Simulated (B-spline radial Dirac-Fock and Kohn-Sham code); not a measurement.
# Two-hole binding energies of Sr²⁺

System: strontium as Sr²⁺, [Ar] 3d10 4s2 4p6, inside a Watson sphere of charge -2 and radius 2.4 Å (a model of the Madelung potential; inside it an electron's potential energy is raised by 12.0 eV).

Calculated with an atomic code on a B-spline grid, using Dirac-Fock ΔSCF + Breit + QED. U is the two-hole binding energy less the two single-hole energies, the effective repulsion of the holes after relaxation. Each two-hole energy is an average over J within one jj subconfiguration.

| holes | E(a) (eV) | E(b) (eV) | E(ab) (eV) | U (eV) |
| --- | --- | --- | --- | --- |
| 1s⁻² | 16116.4 | 16116.4 | 32803.2 | 570.5 |
| 1s⁻¹ 2p1/2⁻¹ | 16116.4 | 2020.1 | 18291.3 | 154.9 |
| 1s⁻¹ 2p3/2⁻¹ | 16116.4 | 1952.8 | 18216.7 | 147.6 |
| 2s⁻¹ 2p1/2⁻¹ | 2234.0 | 2020.1 | ? | ? |
| 2s⁻¹ 2p3/2⁻¹ | 2234.0 | 1952.8 | 4270.6 | 83.8 |
| 2s⁻¹ 3p1/2⁻¹ | 2234.0 | 294.5 | 2568.7 | 40.2 |
| 2p1/2⁻¹ 3s⁻¹ | 2020.1 | 372.9 | 2432.9 | 40.0 |
| 2s⁻¹ 3d3/2⁻¹ | 2234.0 | 146.2 | 2420.5 | 40.4 |
| 2p3/2⁻¹ 3s⁻¹ | 1952.8 | 372.9 | 2365.5 | 39.9 |
| 2p1/2⁻¹ 3p3/2⁻¹ | 2020.1 | 283.9 | 2344.6 | 40.7 |
| 2p3/2⁻¹ 3p1/2⁻¹ | 1952.8 | 294.5 | 2288.5 | 41.2 |
| 2p1/2⁻¹ 3d3/2⁻¹ | 2020.1 | 146.2 | 2205.4 | 39.2 |
| 2p3/2⁻¹ 3d3/2⁻¹ | 1952.8 | 146.2 | 2139.8 | 40.8 |
| 3p1/2⁻¹ 3p3/2⁻¹ | 294.5 | 283.9 | 610.5 | 32.2 |

Task: Give the missing two-hole energy and U.

Result: E(ab) = 4339.1 eV and U = 85.1 eV.
